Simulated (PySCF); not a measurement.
C3H9Sb, SMILES [CH3][Sb]([CH3])[CH3].

Coordinates come from a B3LYP-D3(BJ)/def2-SVP optimisation. The isomer is the one that the SMILES or the coordinates give; other isomers of the formula were not compared. The def2 effective core potentials stand for the cores of Sb; spin–orbit coupling is left out.

These are PBE/def2-TZVP (PySCF) values and carry that method's errors.

Gas-phase values at a fixed geometry.

| Quantity | Result |
|---|---|
| total energy | -359.84772 hartree |
| point group | C3v |
| highest occupied level | -5.51 eV |
| lowest empty level | -0.58 eV |
| orbital gap | 4.93 eV |
| dipole moment | 0.48 D |
| quadrupole, principal values (traceless, Buckingham form, about the centre of nuclear charge) | -2.41, 1.21, 1.21 D·Å |
| mean static polarisability | 85.5 bohr³ (12.67 Å³) |
| polarisability, principal values | 79.2, 88.7, 88.7 bohr³ |
